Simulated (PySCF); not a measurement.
F3In, triplet, at a GFN2-xTB geometry (such geometries of metal compounds can be far from the true shape) (a higher spin typed on purpose: for a closed-shell molecule this is an excited state) (core potentials on In); PySCF with PBE/def2-SV(P).

The PySCF input:
```python
from pyscf import gto, scf, dft

mol = gto.Mole()
mol.atom = '''
    In   -0.00000000   -0.00000000   -0.00000000
    F    -1.99079778   -1.21099599    0.03539377
    F     0.01794243    2.18957193   -0.79780488
    F     1.97285535   -0.97857595    0.76241111
'''
mol.basis = 'def2-sv(p)'
mol.ecp = {'In': 'def2-sv(p)'}
mol.spin = 2
mol.verbose = 5
mol.build()

mf = dft.UKS(mol)
mf.xc = 'pbe'
mf.kernel()
mf.analyze()
```

The log (banner, timings and long lists left out):

```
PySCF version 2.14.0

[INPUT] verbose = 5
[INPUT] max_memory = 4000
[INPUT] num. atoms = 4
[INPUT] num. electrons = 48
[INPUT] charge = 0
[INPUT] spin (= nelec alpha-beta = 2S) = 2
[INPUT] symmetry False subgroup None
[INPUT] Mole.unit = angstrom
[INPUT] Symbol           X                Y                Z      unit          X                Y                Z       unit  Magmom
[...]
[INPUT] ---------------- BASIS SET ----------------
[INPUT] l, kappa, [nprim/nctr], expnt,             c_1 c_2 ...
[INPUT] In
[...]
                                0.83753492534     -0.59696724334
[...]
                                23.324282101      -0.090887432418
                                16.868026844      0.28096825177
                                6.7866498137      -0.70697832452
                                1.6782596016      0.98671644913
                                0.78396870439     0.62568576302
[...]
                                8.8709038051      -0.324370293
                                1.1342905889      0.61162217018
                                0.52667652433     0.17609640386
[...]
                                18.290046326      -0.011208558948
                                3.255189459       0.30384519161
                                1.3874842584      0.54078109979
                                0.54248962672     0.38232680038
[...]
[INPUT] F
[...]
                                435.4193912       -0.039904258866
                                98.843328866      -0.17912768038
                                27.485198001      -0.46758090825
                                8.5405498171      -0.4465313102
[...]
                                4.9872339257      -0.23754317067
                                1.3491613954      -0.51287353587
[...]
nuclear repulsion = 160.605684544043
number of shells = 28
number of NR pGTOs = 133
number of NR cGTOs = 68
basis = def2-sv(p)
ecp = {'In': 'def2-sv(p)'}

******** <class 'pyscf.dft.uks.UKS'> ********
method = UKS
initial guess = minao
damping factor = 0
level_shift factor = 0
DIIS = <class 'pyscf.scf.diis.CDIIS'>
diis_start_cycle = 1
diis_space = 8
diis_damp = 0
SCF conv_tol = 1e-09
SCF conv_tol_grad = None
SCF max_cycles = 50
direct_scf = True
direct_scf_tol = 1e-13
number electrons alpha = 25  beta = 23
XC library pyscf.dft.libxc version 7.1.2
    S. Lehtola, C. Steigemann, M. J. T. Oliveira, and M. A. L. Marques,  SoftwareX 7, 1–5 (2018)
XC functionals = pbe
    J. P. Perdew, K. Burke, and M. Ernzerhof,  Phys. Rev. Lett. 77, 3865 (1996)
    J. P. Perdew, K. Burke, and M. Ernzerhof,  Phys. Rev. Lett. 78, 1396 (1997)
    J. P. Perdew, K. Burke, and M. Ernzerhof,  Phys. Rev. Lett. 77, 3865 (1996)
    J. P. Perdew, K. Burke, and M. Ernzerhof,  Phys. Rev. Lett. 78, 1396 (1997)
radial grids:
    Treutler-Ahlrichs [JCP 102, 346 (1995); DOI:10.1063/1.469408] (M4) radial grids

becke partition: Becke, JCP 88, 2547 (1988); DOI:10.1063/1.454033
pruning grids: <function nwchem_prune>
grids dens level: 3
symmetrized grids: False
atomic radii adjust function: <function treutler_atomic_radii_adjust>
small_rho_cutoff = 0
Set gradient conv threshold to 3.16228e-05
Density of valence part of ANO basis will be used as initial guess for In
atom In rad-grids = 95, ang-grids = [ 50  50  50  50  50  50  50  50  50  50  50  50  50  50  50  50  50  50
  50  50  50  50  50  50  50  50  50  50  50  50  86  86  86  86  86  86
  86  86  86  86  86  86  86  86  86  86 350 350 350 350 350 350 350 350
 350 350 350 434 434 434 434 434 434 434 434 434 434 434 434 434 434 434
 434 434 434 434 434 434 434 350 350 350 350 350 350 350 350 350 350 350
 350 350 350 350 350]
atom F rad-grids = 75, ang-grids = [ 50  50  50  50  50  50  50  50  50  50  50  50  50  50  50  50  50  50
  50  50  50  50  86  86  86  86  86  86  86  86  86 266 266 266 266 266
 266 302 302 302 302 302 302 302 302 302 302 302 302 302 302 302 302 302
 302 302 266 266 266 266 266 266 266 266 266 266 266 266 266 266 266 266
[...]
SCF not converged.
Total Energy =                        -488.985055591516925
[...]
1 F 3dxy        -0.00440  -0.02095   0.00097
1 F 3dyz        -0.00149   0.00066  -0.00003
1 F 3dz^2        0.00447   0.01274  -0.00066
1 F 3dxz        -0.00211   0.00154  -0.00002
1 F 3dx2-y2     -0.00852  -0.00895   0.00051
2 F 1s          -0.00062  -0.00010  -0.00003
2 F 2s           0.01168   0.00164   0.00435
2 F 3s           0.03554   0.00575   0.01206
2 F 2px          0.00082  -0.00288   0.00001
2 F 2py          0.03511   0.00455   0.00052
2 F 2pz         -0.01179  -0.00253  -0.00019
2 F 3px         -0.00116   0.00254   0.00000
2 F 3py         -0.06877  -0.01082  -0.00680
2 F 3pz          0.02368   0.00534   0.00248
2 F 3dxy         0.00128  -0.00520   0.00001
2 F 3dyz        -0.01437  -0.00363  -0.00071
2 F 3dz^2       -0.00883  -0.00073  -0.00043
2 F 3dxz        -0.00060   0.00181   0.00001
2 F 3dx2-y2     -0.02096  -0.00328  -0.00095
3 F 1s           0.00042  -0.00047  -0.00003
3 F 2s          -0.00799   0.00855   0.00435
3 F 3s          -0.02428   0.03031   0.01198
3 F 2px         -0.02288   0.02205   0.00047
3 F 2py          0.00886  -0.01307  -0.00023
3 F 2pz         -0.00704   0.00902   0.00018
3 F 3px          0.04398  -0.04837  -0.00604
3 F 3py         -0.01723   0.02603   0.00304
3 F 3pz          0.01427  -0.02008  -0.00233
3 F 3dxy         0.00877  -0.01513  -0.00076
3 F 3dyz         0.00221  -0.00628  -0.00031
3 F 3dz^2        0.00671  -0.00647  -0.00045
3 F 3dxz        -0.00824   0.01029   0.00060
3 F 3dx2-y2     -0.01237   0.00708   0.00057

spin_pop of  0 In 4s        0.00042
spin_pop of  0 In 5s        0.49367
spin_pop of  0 In 6s        0.00024
spin_pop of  0 In 7s        0.00478
spin_pop of  0 In 4px       0.00002
spin_pop of  0 In 4py      -0.00009
spin_pop of  0 In 4pz      -0.00008
spin_pop of  0 In 5px      -0.00048
spin_pop of  0 In 5py       0.00014
spin_pop of  0 In 5pz       0.00013
spin_pop of  0 In 6px       0.00013
spin_pop of  0 In 6py      -0.00857
spin_pop of  0 In 6pz      -0.00804
spin_pop of  0 In 7px      -0.00145
spin_pop of  0 In 7py      -0.00118
spin_pop of  0 In 7pz      -0.00108
spin_pop of  0 In 4dxy      0.00068
spin_pop of  0 In 4dyz      0.00511
spin_pop of  0 In 4dz^2    -0.00179
spin_pop of  0 In 4dxz     -0.00234
spin_pop of  0 In 4dx2-y2    0.00004
spin_pop of  0 In 5dxy      0.00293
spin_pop of  0 In 5dyz      0.00338
spin_pop of  0 In 5dz^2     0.00276
spin_pop of  0 In 5dxz      0.00145
spin_pop of  0 In 5dx2-y2   -0.00090
spin_pop of  1 F 1s       -0.00000
spin_pop of  1 F 2s        0.00333
spin_pop of  1 F 3s       -0.00017
spin_pop of  1 F 2px       0.31834
spin_pop of  1 F 2py       0.46871
spin_pop of  1 F 2pz       0.06561
spin_pop of  1 F 3px      -0.00048
spin_pop of  1 F 3py      -0.00028
spin_pop of  1 F 3pz      -0.00014
spin_pop of  1 F 3dxy      0.00000
spin_pop of  1 F 3dyz      0.00001
spin_pop of  1 F 3dz^2     0.00002
spin_pop of  1 F 3dxz      0.00001
spin_pop of  1 F 3dx2-y2    0.00002
spin_pop of  2 F 1s       -0.00000
spin_pop of  2 F 2s        0.00347
spin_pop of  2 F 3s       -0.00020
spin_pop of  2 F 2px       0.07350
spin_pop of  2 F 2py       0.13761
spin_pop of  2 F 2pz       0.01927
spin_pop of  2 F 3px      -0.00036
spin_pop of  2 F 3py      -0.00046
spin_pop of  2 F 3pz      -0.00019
spin_pop of  2 F 3dxy      0.00000
spin_pop of  2 F 3dyz      0.00001
spin_pop of  2 F 3dz^2     0.00002
spin_pop of  2 F 3dxz      0.00000
spin_pop of  2 F 3dx2-y2    0.00000
spin_pop of  3 F 1s       -0.00000
spin_pop of  3 F 2s        0.00327
spin_pop of  3 F 3s       -0.00018
spin_pop of  3 F 2px       0.20829
spin_pop of  3 F 2py       0.18870
spin_pop of  3 F 2pz       0.02340
spin_pop of  3 F 3px      -0.00049
spin_pop of  3 F 3py      -0.00034
spin_pop of  3 F 3pz      -0.00021
spin_pop of  3 F 3dxy      0.00000
spin_pop of  3 F 3dyz      0.00001
spin_pop of  3 F 3dz^2     0.00002
spin_pop of  3 F 3dxz      0.00001
spin_pop of  3 F 3dx2-y2    0.00001
In total            25.00000 | 23.00000
Dipole moment(X, Y, Z, Debye): -4.16783, -4.55367,  0.81415
```

The run did not converge; its last values are not results.
